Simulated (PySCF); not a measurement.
As4, optimised at PBE0/def2-TZVP:

```xyz
4

As    -1.0103     0.0975    -1.0970
As     0.6566     1.3308     0.1596
As     1.0046    -1.0166    -0.3372
As    -0.6918    -0.3548     1.2636
```

Energies from PySCF (xtb for GFN2), thermal terms from the rigid-rotor harmonic-oscillator model, ideal gas at 1 bar. 6-31G* has spherical d functions here. All species are closed-shell singlets. B3LYP is the form with VWN-RPA correlation. As: all electrons, no relativistic terms.

Task: List the harmonic frequencies (cm⁻¹, unscaled) at this level and at the other levels, each on its own geometry.

Result: 
- PBE0/def2-TZVP: 217, 217, 277, 277, 277, 370
- B3LYP/6-31G*: 203, 203, 261, 261, 261, 353
- GFN2-xTB: 201, 201, 252, 252, 252, 338
- HF/6-31G*: 222, 222, 289, 289, 289, 393
- PBE/def2-SVP: 206, 206, 261, 261, 261, 349
